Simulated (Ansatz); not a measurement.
Total energies of C₂H₅BO₂, SMILES `CB(O)C=O`.

```xyz
10

C     0.0154    0.4412   -1.3647
B    -0.2634    0.1568    0.1388
O    -1.2924    0.7066    0.8060
C     0.6395   -0.8267    1.0590
O     0.3333   -0.9830    2.2218
H     1.0403    0.8020   -1.5079
H    -0.6745    1.1646   -1.8005
H    -0.0478   -0.4889   -1.9423
H    -1.2812    0.3915    1.7245
H     1.5308   -1.3642    0.6653
```

The species carries charge 0 and has multiplicity 1. Geometry: relaxed with PBE0-D4/def2-TZVP. It is one conformer, not always the lowest. Basis def2-TZVPP, Ansatz 0.2.0.

RPA on PBE orbitals: Hartree–Fock energy of these orbitals -253.15806 Eh, correlation -1.42854 Eh (frozen core).

```csv
functional,energy without D4 (Eh),D4 term (kJ/mol)
PBE0,-254.37468,-12.8
ωB97X-V,-254.58871,–
```

(1) Give the same for LDA (SPW92), PBE, revPBE, BLYP, r2SCAN, B97M-V, B3LYP, r2SCANh, r2SCAN0, HSE06 (plane-wave form), BHLYP, CAM-B3LYP, LC-ωPBE, ωB97M-V, B2PLYP, PBE-QIDH. (An estimate is asked.)

B3LYP takes the VWN-RPA correlation (the form of Gaussian; ORCA's B3LYP/G). HSE06 is the plane-wave form, built on full-range PBE exchange. The double hybrids freeze the cores in their second-order part.

Answers

(1) Computed: 
| functional | energy without D4 (Eh) | D4 term (kJ/mol) |
| --- | --- | --- |
| LDA (SPW92) | -252.57290 | – |
| PBE | -254.36246 | -15.3 |
| revPBE | -254.59019 | -52.7 |
| BLYP | -254.59922 | -34.5 |
| r2SCAN | -254.52849 | -3.9 |
| B97M-V | -254.63622 | – |
| B3LYP | -254.67990 | -24.5 |
| r2SCANh | -254.51450 | -4.0 |
| r2SCAN0 | -254.49464 | -4.4 |
| HSE06 (plane-wave form) | -254.36156 | -11.8 |
| BHLYP | -254.53374 | -17.0 |
| CAM-B3LYP | -254.56217 | -12.8 |
| LC-ωPBE | -254.50503 | – |
| ωB97M-V | -254.57629 | – |
| B2PLYP | -254.47690 | – |
| PBE-QIDH | -254.33685 | – |

LC-ωPBE has ω = 0.4 bohr⁻¹.
